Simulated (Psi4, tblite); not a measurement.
Approach curve of the dimer CH4 ··· C3H9Al (SMILES C and [CH3][Al]([CH3])[CH3]), singlet. Monomers: optimised at B3LYP-D3(BJ) (def2-TZVP and def2-SVP), held rigid. Orientation: lowest of the rigid-body minima from ten starts at GFN2-xTB. Only R, the distance of the centres of mass, is varied, so the lowest point isn't the relaxed dimer.

Levels of theory: GFN2-xTB (tblite); SAPT0/jun-cc-pVDZ, frozen core (Psi4).

Interaction energies in kJ/mol; the last columns give the difference from SAPT0:

```
R / Å  GFN2-xTB  SAPT0/jun-cc-pVDZ  GFN2-xTB − SAPT0/jun-cc-pVDZ
-----  --------  -----------------  ----------------------------
2.94       2.26              25.78                        -23.52
3.19      -6.35               9.06                        -15.41
3.37      -8.74               3.62                        -12.36
3.57      -9.42               0.64                        -10.05
3.79      -8.86              -0.78                         -8.08
4.00      -7.73              -1.24                         -6.48
4.28      -5.99              -1.28                         -4.71
4.57      -4.39              -1.09                         -3.30
5.10      -2.35              -0.67                         -1.68
5.75      -1.12              -0.35                         -0.77
6.76      -0.42              -0.13                         -0.29
8.09      -0.15              -0.04                         -0.11
```

GFN2-xTB is furthest from SAPT0/jun-cc-pVDZ at 2.94 (-23.52 kJ/mol, below); its mean absolute difference over the points is 7.23 kJ/mol.
